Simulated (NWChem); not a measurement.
The numbers come from NWChem runs, not from measurements. System: HLiO, charge 0, spin multiplicity 1, optimised in this run. The structure started from a generated list of species.

Job file:

```
start mol
memory heap 200 mb stack 900 mb global 1100 mb
geometry units angstroms
  Li     0.000000     0.000000    -1.222477
  O      0.000000     0.000000     0.302076
  H      0.000000     0.000000     1.250825
  symmetry group C2v
end
basis spherical
  * library def2-svp
end
dft
  xc b3lyp
  semidirect memsize 60000000 filesize 0
  iterations 100
end
driver
  maxiter 80
end
task dft optimize
task dft freq
```

The output up to the point where the run's verdict is printed (cleaned and shortened):

```
             Northwest Computational Chemistry Package (NWChem) 7.3.0
             --------------------------------------------------------

                                NWChem Input Module
                                -------------------

 Scaling coordinates for geometry "geometry" by  1.889725989
 (inverse scale =  0.529177249)

 Turning off AUTOSYM since
 SYMMETRY directive was detected!

          ------
          auto-z
          ------
  autoz: insufficient variables                     2                    3
     1 autoz failed with cvr_scaling = 1.2 changing to 1.3
  autoz: insufficient variables                     2                    3
     2 autoz failed with cvr_scaling = 1.3 changing to 1.4
  autoz: insufficient variables                     2                    3
     3 autoz failed with cvr_scaling = 1.4 changing to 1.5
 !! There are insufficient internal variables: expected     2 got     3
 !! Either AUTOZ failed or your geometry has changed so much that the
 !! coordinates should be regenerated.
```

The program refused the input. NWChem stopped with the message: geom_binvr: #indep variables incorrect 200003.
